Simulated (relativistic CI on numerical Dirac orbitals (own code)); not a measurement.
**What each ingredient does to the levels of Sn⁴⁷⁺**

Base calculation: Dirac-Coulomb-Breit CI, separate exchange-only KLI orbitals for each configuration, model QED, unscaled Slater integrals.

Configurations in the expansion (outside the closed core 1s2): 2s, 2p, 3s, 3p, 3d, 4s, 4p, 4d, 4f, 5s, 5p, 5d, 5f, 5g. Levels of other configurations are missing.

The lowest level and the first level of each name with at least 55 % of one term (blank where a level has no safe partner in the second run):

```
     Level  Base (eV)  Shift (eV)
 2s 2S_1/2       0.00        0.00
2p 2P°_1/2     108.09       -0.19
2p 2P°_3/2     374.94       -0.19
 3s 2S_1/2    4667.93       +0.29
3p 2P°_1/2    4697.78       +0.29
3p 2P°_3/2    4777.02       +0.29
 3d 2D_3/2    4786.77       +0.37
 3d 2D_5/2    4811.07       +0.37
 4s 2S_1/2    6278.28       +0.66
4p 2P°_1/2    6290.51       +0.66
4p 2P°_3/2    6323.83       +0.66
 4d 2D_3/2    6327.91       +0.70
 4d 2D_5/2    6338.18       +0.70
4f 2F°_5/2    6338.39       +0.65
```

At this charge energies of transitions that change n are usually good to better than 1 %, and those within a shell (Δn = 0) to a few per cent.

Problem. One thing was changed in a second run, which moved the levels as shown. Which?
A. QED terms removed
B. one mean potential for all configurations
C. Breit term removed
D. configuration mixing switched off
E. P86 correlation estimate

Solution. E. P86 correlation estimate. A correlation estimate moves all levels of a configuration together before mixing; mixed levels move by a weighted share.
